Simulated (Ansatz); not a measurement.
`[NH2][Mg][O][SiH3]` + `[BH2][AlH][SiH3]` → `[SiH3][BH][AlH][SiH3]` + `[NH2][Mg][OH]`  (formal exchange of groups at the Si–O bond)

Gas-phase electronic energies from Ansatz, PBE0-D4/def2-TZVP geometries. CCSD(T)/CBS adds triple-zeta CCSD(T) − MP2 to the extrapolated MP2 energy (def2 sets, frozen cores). Functionals use def2-TZVPP. B3LYP here is the variant with VWN-RPA as its local correlation; programs differ in this. For Mg outer-core shells are correlated without core-valence functions, which leaves a few kJ/mol of doubt a bond. Each species was taken in one conformer, which may not be the lowest.

`[NH2][Mg][O][SiH3]`:

```xyz
9

N     1.456   -1.206   -2.346
Mg    0.546   -0.456   -0.886
O    -0.323    0.262    0.510
Si   -1.096    0.908    1.766
H     1.730   -2.172   -2.447
H     1.762   -0.719   -3.174
H    -0.743    2.348    1.944
H    -2.577    0.830    1.596
H    -0.755    0.205    3.038
```

`[BH2][AlH][SiH3]`:

Z-matrix (Å, degrees):
```
Si
Al 1 2.466
H 1 1.493 2 109.9
H 1 1.491 2 113.3 3 -119.7
H 1 1.492 2 111.9 3 118.8
B 2 2.109 1 120.7 3 107.7
H 2 1.595 1 117.5 3 -71.3
H 6 1.200 2 122.8 1 90.1
H 6 1.200 2 122.6 1 -87.7
```

`[SiH3][BH][AlH][SiH3]`:

```xyz
12

Si   -1.749   -0.129    1.814
B    -1.402   -0.512   -0.126
Al   -0.046    0.584   -1.293
Si    2.361    0.066   -1.187
H    -1.380    1.246    2.253
H    -3.154   -0.387    2.238
H    -0.860   -1.082    2.548
H    -1.948   -1.495   -0.546
H    -0.521    1.808   -2.198
H     2.660   -1.156   -0.388
H     3.107    1.198   -0.564
H     2.932   -0.140   -2.550
```

`[NH2][Mg][OH]`:

```xyz
6

N    -1.203   -0.801    0.310
Mg    0.324    0.237   -0.050
O     1.751    1.248   -0.325
H    -1.225   -1.685    0.795
H    -2.155   -0.570    0.066
H     2.508    1.571   -0.795
```

```csv
level,ΔE (kJ/mol),difference from CCSD(T)/CBS
PBE-D4,100.3,-28.3
r2SCAN-D4,119.3,-9.3
PBE0-D4,110.5,-18.1
B3LYP-D4,124.6,-4.0
ωB97X-V,125.1,-3.5
ωB97M-V,126.9,-1.7
B2PLYP,132.1,3.5
PBE,102.3,-26.3
r2SCAN,120.0,-8.6
PBE0,112.4,-16.2
B3LYP,127.7,-0.9
HF/def2-TZVPP,157.2,28.6
MP2/def2-TZVPP,134.8,6.2
SCS-MP2/def2-TZVPP,140.5,11.9
CCSD/def2-TZVPP,132.2,3.6
CCSD(T)/def2-TZVPP,128.5,-0.1
HF/def2-QZVPP,159.8,31.2
MP2/def2-QZVPP,135.7,7.1
SCS-MP2/def2-QZVPP,141.2,12.6
HF/CBS(def2),160.1,31.5
MP2/CBS(def2),134.9,6.3
CCSD/CBS(def2),132.3,3.7
CCSD(T)/CBS,128.6,0
```

Largest T1 diagnostic among the species: 0.014.

From PBE to PBE0 (25 % exact exchange), in def2-TZVPP and without D4, ΔE moves by +10.2 kJ/mol. In def2-TZVPP, CCSD(T) changes the Hartree–Fock value by −28.7 kJ/mol (the triples alone add −3.7 kJ/mol) and MP2 by −22.4 kJ/mol.
